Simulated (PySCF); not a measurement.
# Correlation energy of F (fluorine, neutral)

[He] 2s2 2p5, 2P determinant. Calculation: PySCF 2.14, in dyall-acv3z; the non-relativistic Hamiltonian (point nucleus). Frozen: nothing; 9 electrons correlated; the 5 highest virtual orbitals of each spin left out.

MP2 pair energies summed by pair of shells (mhartree):

```
 pair   energy  share (%)
2p-2p  -128.01       47.9
2s-2p   -73.21       27.4
1s-1s   -37.34       14.0
1s-2p   -12.76        4.8
2s-2s   -10.96        4.1
1s-2s    -5.15        1.9
```

Total MP2 correlation energy: -267.44 mhartree.

Same-spin part -58.08 and opposite-spin part -209.36 mhartree; SCS-MP2 scales them by 1/3 and 6/5 to -270.59 mhartree.
